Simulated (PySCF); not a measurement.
**Shapes and spin states of RhF2**

These are results of PBE0 in PySCF with Rh def2-TZVP with ECP28, F def2-TZVP; scalar-relativistic core potentials, no spin–orbit coupling; density-fitted integrals, not measurements.

Relaxations began from a few typed shapes and spin states; open shells are unrestricted. The search is not exhaustive: other isomers or separated fragments can lie lower, and high-lying points may rest on an excited occupation.

(1) Order these stationary points by electronic energy, lowest first, in kJ/mol from the lowest minimum.
A. quartet D∞h: Rh–F 1.839 Å (×2); F–Rh–F 180.0°
B. broken-symmetry Ms = 1/2 (⟨S²⟩ 1.76) D∞h: Rh–F 1.832 Å (×2); F–Rh–F 180.0°
C. doublet (⟨S²⟩ 1.28) D∞h: Rh–F 1.868 Å (×2); F–Rh–F 180.0°

(2) Which of them are minima?

Answers

(1) A (0.0), B (40.9), C (70.9).

(2) By energy in kJ/mol, 0.0: minimum; 40.9: minimum; 70.9: minimum.

Formally Rh is in oxidation state +2, d7, with 3 unpaired electrons (the high-spin count). The Mulliken spin on Rh is 2.55. The polar-tensor charge on Rh, 1.36, is below the formal one.

For the lowest minimum: other spin states or occupations of the open shell can lie lower.

The electron or spin density has lower symmetry than the nuclear frame for the doublet (⟨S²⟩ 1.28) D∞h at 70.9 kJ/mol.
